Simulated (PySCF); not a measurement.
PySCF 2.14 output of an unrestricted PBE calculation on a single atom or ion in aug-cc-pVTZ with one added diffuse shell each of s, p, d, f type (6s5p4d3f, 62 functions), with no relativity, point nucleus:

```
SCF conv_tol = 1e-09
number electrons alpha = 5  beta = 2
    J. P. Perdew, K. Burke, and M. Ernzerhof.,  Phys. Rev. Lett. 77, 3865 (1996)
    J. P. Perdew, K. Burke, and M. Ernzerhof.,  Phys. Rev. Lett. 78, 1396 (1997)
    J. P. Perdew, K. Burke, and M. Ernzerhof.,  Phys. Rev. Lett. 77, 3865 (1996)
    J. P. Perdew, K. Burke, and M. Ernzerhof.,  Phys. Rev. Lett. 78, 1396 (1997)
cycle= 1 E= -54.1469292463524  delta_E= -0.00501  |g|= 0.00887  |ddm|= 0.272
cycle= 2 E= -54.1469727074114  delta_E= -4.35e-05  |g|= 0.00136  |ddm|= 0.0287
cycle= 3 E= -54.1469748895149  delta_E= -2.18e-06  |g|= 0.000603  |ddm|= 0.00664
cycle= 4 E= -54.1469751760405  delta_E= -2.87e-07  |g|= 8.31e-05  |ddm|= 0.00184
cycle= 5 E= -54.1469752226635  delta_E= -4.66e-08  |g|= 2.13e-05  |ddm|= 0.00078
cycle= 6 E= -54.1469752272157  delta_E= -4.55e-09  |g|= 6.55e-07  |ddm|= 0.000334
cycle= 7 E= -54.1469752272168  delta_E= -1.1e-12  |g|= 6.33e-08  |ddm|= 4.62e-06
converged SCF energy = -54.1469752272168  <S^2> = 3.7516813  2S+1 = 4.0008406
```

The run itself started from symmetry-adapted Hartree-Fock orbitals and held the occupation by maximum overlap, on a logarithmic radial grid, so the iterations belong to that start.

Q: Which element, charge and spin multiplicity is this?

A: N (nitrogen, neutral), multiplicity 4; the state was [He] 2s2 2p2 3s1, high-spin 4P determinant (an excited configuration).

The outer electron is Rydberg-like, and this basis confines it to a smaller radius and binds it less than a complete one would.
